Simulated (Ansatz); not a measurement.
Reaction (ligand exchange at a B–Cl bond): `BCl` + `C[O][AlH][NH2]` → `B[NH][AlH][O]C` + HCl

Isolated molecules relaxed with PBE0-D4/def2-TZVP in Ansatz; ΔE leaves out vibrations. CCSD(T)/CBS adds triple-zeta CCSD(T) − MP2 to the extrapolated MP2 energy (def2 sets, frozen cores). This one scheme is used for every species. Functionals use def2-TZVPP. B3LYP here is the variant with VWN-RPA as its local correlation; programs differ in this. Each species was taken in one conformer, which may not be the lowest.

`BCl`:

Z-matrix (Å, degrees):
```
B
Cl 1 1.733
H 1 1.190 2 118.1
H 1 1.190 2 118.1 3 180.0
```

`C[O][AlH][NH2]`:

```xyz
10

C    -0.802    1.072   -1.443
O     0.003    0.634   -0.392
Al    0.069   -0.766    0.548
N     1.313   -0.846    1.791
H    -0.192    1.266   -2.333
H    -1.575    0.343   -1.718
H    -1.304    2.007   -1.173
H    -0.943   -1.958    0.326
H     1.445   -1.628    2.410
H     1.986   -0.123    1.985
```

`B[NH][AlH][O]C`:

Cartesian coordinates in Å:
```
B 1.818 0.741 0.399
N 0.639 1.427 0.579
Al -0.254 -0.029 1.199
O -1.209 -0.938 0.148
C -1.395 -0.962 -1.234
H 1.736 -0.445 0.769
H 2.862 1.108 -0.049
H 0.516 2.394 0.332
H -0.347 -0.367 2.727
H -0.866 -0.148 -1.747
H -2.461 -0.871 -1.472
H -1.039 -1.910 -1.651
```

HCl:

Z-matrix (Å, degrees):
```
Cl
H 1 1.279
```

Problem. Is it downhill or uphill in electronic energy at CCSD(T)/CBS, and by how much? (An estimate is asked.)

Solution. Computed: Downhill: ΔE = -7.1 kcal/mol.

Problem. What do these levels give: PBE0-D4, B3LYP-D4, B2PLYP, r2SCAN, B3LYP, CCSD/def2-TZVPP, HF/def2-QZVPP, MP2/def2-QZVPP, SCS-MP2/def2-QZVPP, HF/CBS(def2), MP2/CBS(def2), CCSD/CBS(def2)? (Best estimate.)

Solution. Computed: PBE0-D4 -7.9, B3LYP-D4 -6.4, B2PLYP -5.6, r2SCAN -7.4, B3LYP -5.0, CCSD/def2-TZVPP -6.5, HF/def2-QZVPP -1.6, MP2/def2-QZVPP -6.5, SCS-MP2/def2-QZVPP -5.7, HF/CBS(def2) -1.6, MP2/CBS(def2) -6.4, CCSD/CBS(def2) -6.3 kcal/mol.

Largest T1 diagnostic among the species: 0.013.

In def2-TZVPP, CCSD(T) changes the Hartree–Fock value by −5.8 kcal/mol (the triples alone add −0.8 kcal/mol) and MP2 by −5.1 kcal/mol. The D4 term adds −1.3 kcal/mol with B3LYP and −0.8 kcal/mol with PBE0; it sums over pairs of atoms, weighted by their polarisabilities, and B3LYP, whose exchange is more repulsive, gets the larger term.
